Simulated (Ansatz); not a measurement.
## Molecular dynamics of Ba16H

The input (input.yaml):

```yaml
accuracy: low
crystal:
  lattice:
    - [10.04, 0.0, 0.0]
    - [0.0, 10.04, 0.0]
    - [0.0, 0.0, 10.04]
  atoms:
    - { symbol: Ba, position: [-0.00661903, 1.113e-05, 0.01089973] }
    - { symbol: Ba, position: [0.50730807, 5.04e-05, 0.01137302] }
    - { symbol: Ba, position: [-0.00392862, 0.50003254, -0.00058043] }
    - { symbol: Ba, position: [0.01891988, 0.00038503, 0.49357229] }
    - { symbol: Ba, position: [0.25029475, 0.25677236, 0.2389533] }
    - { symbol: Ba, position: [0.50518625, 0.50005444, -0.00119239] }
    - { symbol: Ba, position: [0.47857265, 5.724e-05, 0.4984614] }
    - { symbol: Ba, position: [0.75033419, 0.25419965, 0.25154789] }
    - { symbol: Ba, position: [0.00580311, 0.50029646, 0.50234316] }
    - { symbol: Ba, position: [0.25025513, 0.74334685, 0.23907486] }
    - { symbol: Ba, position: [0.25100763, 0.23000372, 0.75424624] }
    - { symbol: Ba, position: [0.49584578, 0.50017375, 0.50243726] }
    - { symbol: Ba, position: [0.7503134, 0.74600324, 0.25144445] }
    - { symbol: Ba, position: [0.75133742, 0.24511126, 0.74760203] }
    - { symbol: Ba, position: [0.25133299, 0.76949102, 0.75514999] }
    - { symbol: Ba, position: [0.75146118, 0.75516521, 0.74760885] }
    - { symbol: H, position: [0.24965882, -0.00016069, 0.62690687] }
basis:
  ecutwfc: 420.0
kpoints:
  mp_grid: { grid: [1, 1, 1] }
hamiltonian:
  xc: pbe
scf:
  occupations: { method: fermi_dirac, width: 0.15 }
  lower_state_search: "off"
md:
  timestep: 0.5
  n_steps: 230
  ensemble: nvt_nose_hoover
  temperature: 1500.0
  initial_velocities: maxwell_boltzmann
  seed: 195026
  nose_hoover: { tau: 200.0, chain_length: 1 }
```

Run as:

```bash
$ ansatz run input.yaml --threads 2 --pin off --max-ram 5120MiB --backend cpu --events-out ev --progress --plain --runs-dir out
```

It starts from a partly relaxed structure (largest force component 0.07 eV/Å).

Output, in part (step lines):

```
md step     0: t =     0.00 fs  T =  1500.0 K  F+E_penalty+E_count = -95213.55187163 eV  E_kin = 3.102240 eV  conserved = -95210.44963166 eV  (9 SCF iters)
md step     1: t =     0.50 fs  T =  1500.1 K  F+E_penalty+E_count = -95213.55199052 eV  E_kin = 3.102357 eV  conserved = -95210.44963342 eV  (7 SCF iters)
md step     2: t =     1.00 fs  T =  1499.5 K  F+E_penalty+E_count = -95213.55093246 eV  E_kin = 3.101298 eV  conserved = -95210.44963460 eV  (7 SCF iters)
md step     3: t =     1.50 fs  T =  1498.5 K  F+E_penalty+E_count = -95213.54868944 eV  E_kin = 3.099055 eV  conserved = -95210.44963494 eV  (7 SCF iters)
md step     4: t =     2.00 fs  T =  1496.8 K  F+E_penalty+E_count = -95213.54526656 eV  E_kin = 3.095632 eV  conserved = -95210.44963435 eV  (7 SCF iters)
md step     5: t =     2.50 fs  T =  1494.6 K  F+E_penalty+E_count = -95213.54068338 eV  E_kin = 3.091051 eV  conserved = -95210.44963258 eV  (3 SCF iters)
md step     6: t =     3.00 fs  T =  1491.8 K  F+E_penalty+E_count = -95213.53497548 eV  E_kin = 3.085346 eV  conserved = -95210.44962971 eV  (3 SCF iters)
md step     7: t =     3.50 fs  T =  1488.6 K  F+E_penalty+E_count = -95213.52819603 eV  E_kin = 3.078571 eV  conserved = -95210.44962600 eV  (2 SCF iters)
[... lines left out ...]
md step   229: t =   114.50 fs  T =   306.4 K  F+E_penalty+E_count = -95210.99737376 eV  E_kin = 0.633744 eV  conserved = -95210.44958846 eV  (3 SCF iters)
md step   230: t =   115.00 fs  T =   304.9 K  F+E_penalty+E_count = -95210.99364348 eV  E_kin = 0.630680 eV  conserved = -95210.44959514 eV  (7 SCF iters)
```

The steps, from the saved trajectory:

| time (fs) | T (K) | potential energy less start (eV) | conserved less start (meV/atom) |
| --- | --- | --- | --- |
| 0.0 | 1500 | 0.000 | 0.00 |
| 3.5 | 1489 | 0.024 | 0.00 |
| 7.0 | 1455 | 0.093 | 0.00 |
| 10.5 | 1422 | 0.161 | 0.01 |
| 14.0 | 1409 | 0.188 | 0.01 |
| 17.5 | 1404 | 0.198 | 0.00 |
| 21.0 | 1389 | 0.230 | 0.00 |
| 24.5 | 1364 | 0.282 | 0.00 |
| 28.0 | 1337 | 0.339 | 0.00 |
| 31.5 | 1309 | 0.398 | 0.00 |
| 35.0 | 1272 | 0.475 | 0.00 |
| 38.5 | 1219 | 0.587 | 0.00 |
| 42.0 | 1159 | 0.713 | 0.01 |
| 45.5 | 1120 | 0.794 | 0.01 |
| 49.0 | 1101 | 0.835 | 0.00 |
| 52.5 | 1067 | 0.908 | 0.00 |
| 56.0 | 1003 | 1.044 | 0.00 |
| 59.5 | 932 | 1.193 | 0.01 |
| 63.0 | 882 | 1.300 | 0.01 |
| 66.5 | 843 | 1.382 | 0.00 |
| 70.0 | 795 | 1.487 | 0.00 |
| 73.5 | 734 | 1.617 | 0.01 |
| 77.0 | 675 | 1.743 | 0.01 |
| 80.5 | 631 | 1.838 | 0.01 |
| 84.0 | 601 | 1.904 | 0.00 |
| 87.5 | 573 | 1.966 | 0.00 |
| 91.0 | 536 | 2.048 | 0.00 |
| 94.5 | 491 | 2.146 | 0.01 |
| 98.0 | 448 | 2.240 | 0.01 |
| 101.5 | 410 | 2.323 | 0.00 |
| 105.0 | 368 | 2.414 | 0.00 |
| 108.5 | 329 | 2.500 | 0.01 |
| 112.0 | 312 | 2.540 | 0.01 |

The run went to its last step. The conserved energy stayed within 0.0086 meV per atom of its start (net change 0.0022 meV per atom), so the integration is sound. The mean temperature of the second half is 60 % below the set value. A run of 0.12 ps of so small a system gives no equilibrium averages. Limits of this set-up: coarse k mesh, odd electron count without spin, low accuracy level.

Mean squared displacements from the first frame to the last, about the centre of mass: Ba 0.20 Å², H 0.17 Å².

Last frame:

```xyz
17
Lattice="10.0400 0.0000 0.0000 0.0000 10.0400 0.0000 0.0000 0.0000 10.0400" Properties=species:S:1:pos:R:3
Ba 0.334 0.244 -0.009
Ba 5.532 -0.209 -0.187
Ba -0.275 4.665 0.171
Ba 0.401 0.251 5.058
Ba 2.936 2.577 2.845
Ba 4.971 5.157 -0.234
Ba 4.986 -0.339 4.810
Ba 7.144 2.803 2.436
Ba -0.204 5.182 4.945
Ba 2.375 7.271 1.988
Ba 2.696 2.101 8.021
Ba 4.969 5.171 5.114
Ba 7.464 7.387 2.371
Ba 6.745 2.386 7.594
Ba 2.712 7.825 7.782
Ba 7.531 7.779 7.561
H 2.249 0.086 6.602
```

Time of the run: 11 min on 2 threads of Arm Neoverse V1, on a shared host, peak memory 0.84 GiB.
